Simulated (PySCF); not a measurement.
Ti(Me)2(H)2 (C2H8Ti), SMILES [CH3][TiH2][CH3], multiplicity 1. Atoms are numbered in the order given.

```xyz
11

Ti     0.0000     0.0000    -0.4685
C     -1.6849     0.0000     0.6752
H     -2.2583    -0.9031     0.3915
H     -1.4917     0.0000     1.7605
H     -2.2583     0.9031     0.3915
C      1.6849     0.0000     0.6752
H      2.2583    -0.9031     0.3915
H      2.2583     0.9031     0.3915
H      1.4917     0.0000     1.7605
H      0.0000    -1.4031    -1.4420
H      0.0000     1.4031    -1.4420
```

Geometry optimised at B3LYP-D3(BJ)/def2-SVP. The spin state was assumed, not searched. The structure was generated by enumeration; whether it is a known compound was not checked.

Two levels are set side by side: PBE/pcSseg-1 (PySCF) and KT2/pcSseg-1 (PySCF). GIAO shifts against TMS (¹H), TMS (¹³C) at the same level; non-relativistic, no solvent, atoms listed together averaged. Differences are taken from unrounded values.

| quantity | KT2 | PBE | PBE minus KT2 |
|---|---|---|---|
| δ(¹³C) of C2, C6 (ppm) | 100.3 | 104.0 | 3.6 |
| δ(¹H) of H10, H11 (ppm) | 9.95 | 10.13 | 0.17 |

Rough cost on one machine, each run with all the roots and properties that it gave: KT2 against PBE within a factor of 2.
